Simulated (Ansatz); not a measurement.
Isolated molecules relaxed with PBE0-D4/def2-TZVP in Ansatz; ΔE leaves out vibrations. CCSD(T)/CBS is the MP2 limit (def2-TZVPP, def2-QZVPP) plus CCSD(T) − MP2 in def2-TZVPP, frozen cores. This one scheme is used for every species. Functionals use def2-TZVPP. One conformer a species, not always the lowest.

`F[SiH2]N[SiH2][SiH3]` + BH₃ → `B[SiH2]N[SiH2]F` + SiH₄  (formal exchange of groups at the Si–Si bond)

`F[SiH2]N[SiH2][SiH3]`:

Cartesian coordinates in Å:
```
F 0.409 -2.769 0.859
Si 0.751 -1.446 1.695
N 0.854 -0.059 0.706
Si -0.446 0.965 0.170
Si -0.752 0.837 -2.150
H 2.065 -1.690 2.331
H -0.354 -1.265 2.660
H 1.756 0.112 0.283
H -1.663 0.496 0.883
H -0.191 2.384 0.551
H -1.160 -0.537 -2.548
H 0.525 1.169 -2.842
H -1.792 1.803 -2.598
```

BH₃:

Cartesian coordinates in Å:
```
B 0.000 0.000 0.000
H -0.362 -1.092 0.317
H 0.336 0.214 -1.125
H 0.026 0.878 0.808
```

`B[SiH2]N[SiH2]F`:

```xyz
12

B    -0.088   -1.444   -0.924
Si   -0.599    0.497   -1.195
N    -0.132    1.221    0.339
Si    0.551    0.242    1.537
F     1.097   -1.054    0.696
H     0.758   -1.965   -1.585
H    -0.834   -2.152   -0.312
H    -2.056    0.696   -1.449
H     0.112    1.217   -2.291
H    -0.133    2.224    0.443
H    -0.383   -0.349    2.521
H     1.707    0.868    2.219
```

SiH₄:

```xyz
5

Si    0.000    0.000    0.000
H    -0.262    1.071   -0.994
H     0.766   -1.096   -0.645
H    -1.291   -0.530    0.508
H     0.786    0.555    1.130
```

(1) Is it downhill or uphill in electronic energy at CCSD(T)/CBS, and by how much? (An estimate is asked.)

(2) What do these levels give: ωB97M-V, B2PLYP, PBE, MP2/def2-TZVPP, CCSD(T)/def2-TZVPP, SCS-MP2/def2-QZVPP? (Best estimate.)

Largest T1 diagnostic among the species: 0.012.

## Answers

(1) Ansatz gave: Uphill: ΔE = +20.4 kJ/mol.

(2) The calculation gave: ωB97M-V 13.5, B2PLYP 21.4, PBE 17.2, MP2/def2-TZVPP 19.4, CCSD(T)/def2-TZVPP 18.8, SCS-MP2/def2-QZVPP 22.8 kJ/mol.

In def2-TZVPP, CCSD(T) changes the Hartree–Fock value by −17.3 kJ/mol (the triples alone add −2.4 kJ/mol) and MP2 by −16.7 kJ/mol.
